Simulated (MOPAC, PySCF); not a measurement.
Dissociation curve of SiS, singlet.

Methods: PM3, restricted, heats of formation (MOPAC); RMP2 = MP2 on RHF/cc-pVDZ, 10 core orbitals frozen (PySCF); UKS-PBE0 = unrestricted PBE0/cc-pVDZ run with PySCF 2.14.0; UCCSD(T) = CCSD(T) on UHF/cc-pVDZ, 10 core orbitals frozen (PySCF).

Energies relative to the lowest point of each curve near equilibrium, in kcal/mol:

```
R / Å    PM3   RMP2  UKS-PBE0
-----  -----  -----  --------
1.55    22.1  116.8     110.3
1.74     0.4   24.8      22.1
1.86     0.9    4.4       3.3
2.14    21.9    8.3       9.7
2.24    32.0   17.9      20.1
2.88   117.3  114.7      90.5
3.19   156.6  158.1     110.0
3.46   184.4  176.5     121.0
5.26   250.6  207.4     137.1
5.76   252.8  208.3     137.4
6.78   256.5  208.8     137.6
7.81   258.2  209.0     137.6
```

Question: Predict the corresponding UCCSD(T) column.

Answer: 1.55: 118.5; 1.74: 25.8; 1.86: 4.9; 2.14: 7.3; 2.24: 17.9; 2.88: 88.6; 3.19: 108.7; 3.46: 119.7; 5.26: 126.4; 5.76: 126.6; 6.78: 126.8; 7.81: 126.8 (kcal/mol).

The restricted form behind PM3, RMP2 keeps the bonding electrons paired and can't separate into open-shell fragments. The T1 diagnostic of CCSD on the restricted reference of RMP2 exceeds 0.045 at 2.24 to 3.46 Å. The unrestricted solution behind UKS-PBE0 changes between 2.61 and 2.88 Å, which can leave a kink. The unrestricted determinant behind UKS-PBE0 is spin-contaminated at 2.61 to 7.81 Å (<S²> up to 2.0, against 0.00 for a pure singlet). The unrestricted determinant behind UCCSD(T) is spin-contaminated at 2.24 to 7.81 Å (<S²> up to 2.0, against 0.00 for a pure singlet).
